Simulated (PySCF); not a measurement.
The complex [Rh(H2O)6]3+ (charge +3) contains Rh(III), shell d6. The structure is a PBE0-D3(BJ)/def2-SVP, IEF-PCM water geometry optimised for multiplicity 1; coordination octahedral, point group C1, metal–donor distances 2.02 Å.

The d shell alone is too small an active space for [Rh(H2O)6]3+ (an active orbital has only 0.68 squared overlap with the free ion's shell): its levels, fitted parameters, g values and moments show what this model gives and aren't sound predictions.

```
19

Rh    0.000    0.000    0.000
O     2.016    0.063   -0.064
H     2.404    0.871    0.320
H     2.494   -0.692    0.325
O    -2.017   -0.066    0.067
H    -2.486    0.723   -0.262
H    -2.412   -0.835   -0.384
O     0.063    2.016    0.064
H    -0.310    2.404    0.877
H    -0.338    2.493   -0.686
O    -0.065   -2.016   -0.065
H     0.354   -2.491    0.676
H     0.300   -2.398   -0.885
O    -0.065    0.063    2.016
H     0.691   -0.329    2.491
H    -0.870   -0.335    2.398
O     0.065   -0.066   -2.017
H     0.848    0.364   -2.408
H    -0.712    0.281   -2.492
```

Method (PySCF 2.14, density fitting): CASSCF(6,5) with orbitals averaged over all microstates of the shell, strongly contracted NEVPT2 on the averaged canonical orbitals; basis x2c-TZVPall; spin-free X2C; IEF-PCM water; spin-orbit coupling by state interaction with the mean-field operator over all roots.

**Question.** Which term lies lowest, and with what spin?

**Answer.** 1A1g-like (S = 0, orbital degeneracy 1), with 6.0 electrons in the lower (t2g-type) set and 0.0 in the upper (eg-type) set, by NEVPT2.

**Question.** List the excited states of the same spin.

**Answer.** By NEVPT2, the lowest six: 1T1g-like at 27326 cm⁻¹ (366 nm); 1T1g-like at 27345 cm⁻¹ (366 nm); 1T1g-like at 27479 cm⁻¹ (364 nm); 1T2g-like at 35712 cm⁻¹ (280 nm); 1T2g-like at 35841 cm⁻¹ (279 nm); 1T2g-like at 36062 cm⁻¹ (277 nm). The strongest, at 36062 cm⁻¹, has f = 4.9e-07.

**Question.** Which is the lowest state of another spin?

**Answer.** 3T1g-like at 21210 cm⁻¹ by NEVPT2; CASSCF alone puts it at 16428 cm⁻¹ above the same ground state.

**Question.** What ligand-field parameters describe the result?

**Answer.** At CASSCF level (the NEVPT2 levels don't fit a ligand-field model well): orbital energies 0, 243, 403, 26705, 26729 cm⁻¹; 10Dq = 26502 cm⁻¹ (difference of the means of the two sets); B = 796 cm⁻¹; C = 3253 cm⁻¹; B over its free-ion value at the same level 0.832; rms of the fit 415 cm⁻¹; ζ = 1261 cm⁻¹ (free ion 1386).

**Question.** What are the magnetic parameters?

**Answer.** The lowest spin-orbit level is 1-fold; the next lies at 20734.0 cm⁻¹. μeff is 0.46 μB at 300 K and 0.08 μB at 10 K; the ground state is a spin singlet, and the moment comes from mixing with excited states or their population.

NEVPT2 lifts 1T1g-like from 23044 to 27326 cm⁻¹; on the d shell alone it tends to overshoot states that fill the eg-type orbitals. NEVPT2 on the d shell alone tends to put d–d bands too high for such charged or covalently bound ions. Gaps between spin states lean to high spin in this active space.

The job took 96 s on one thread of Arm Neoverse V2 (shared host), with 321 basis functions and a peak of 1.5 GiB, launched as `OMP_NUM_THREADS=1 python lf_run.py task.json out`.
